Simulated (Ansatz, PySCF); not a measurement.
GeH3ISe, SMILES [Se](I)[GeH3]. Atoms are numbered in the order given.

```xyz
6

Se     0.0155     0.2183     1.2213
I      0.3138    -1.5840    -0.5877
Ge    -0.4563     2.0234    -0.2704
H     -0.6701     3.2326     0.6621
H      0.7445     2.2446    -1.2057
H     -1.7285     1.7066    -1.0749
```
Charge 0, spin multiplicity 1.

Geometry: B3LYP-D3(BJ)/def2-SVP. This is a generated structure with no PubChem entry under its InChIKey; it may be hypothetical. The def2 effective core potentials stand for the cores of I; spin–orbit coupling is left out.

Two levels are set side by side: PBE-D3(BJ)/def2-SVP (Ansatz, a program for electronic structure) and B3LYP-D3(BJ)/def2-SVP (Ansatz). Each level has its own optimised geometry; the coordinates shown are those of the second. Frequencies come from the Hessian of PySCF at each geometry. Differences are taken from unrounded values.

| quantity | B3LYP-D3(BJ) | PBE-D3(BJ) | PBE-D3(BJ) minus B3LYP-D3(BJ) |
|---|---|---|---|
| mean bond length (Å) | 1.916 | 1.920 | 0.004 |
| bond Se1–I2 (Å) | 2.571 | 2.564 | -0.007 |
| bond Se1–Ge3 (Å) | 2.389 | 2.387 | -0.002 |
| bond Ge3–H4 (Å) | 1.542 | 1.552 | 0.010 |
| bond Ge3–H5 (Å) | 1.538 | 1.548 | 0.010 |
| bond Ge3–H6 (Å) | 1.538 | 1.548 | 0.010 |
| highest harmonic wavenumber (cm⁻¹) | 2150 | 2099 | -51 |
| mean harmonic wavenumber (cm⁻¹) | 895 | 869 | -26 |
| zero-point energy (kcal/mol) | 15.35 | 14.90 | -0.45 |
